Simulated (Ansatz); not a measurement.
`CC(C)=[O+][AlH3-]`, charge 0, multiplicity 1.

(1) Give a relaxed structure at PBE0-D4/def2-TZVP (Ansatz 0.2.0). (An estimate is asked.)

Results:

(1) Ansatz gave: 
```xyz
14

C    -1.9845   -0.5493   -0.1891
C    -0.5638   -0.1370   -0.0584
C    -0.1600    1.2371   -0.4443
O     0.2615   -0.9429    0.3679
Al    2.1790   -0.6677    0.6340
H    -2.2946   -0.4403   -1.2331
H    -2.6137    0.1316    0.3921
H    -2.1274   -1.5752    0.1423
H    -0.9920    1.8368   -0.8070
H     0.6279    1.1647   -1.2025
H     0.3137    1.7127    0.4218
H     2.1156    0.5757    1.6544
H     2.5863   -0.2645   -0.8703
H     2.6519   -2.0819    1.1923
```
Point group Cs.
This is one stationary point; other conformers may exist.
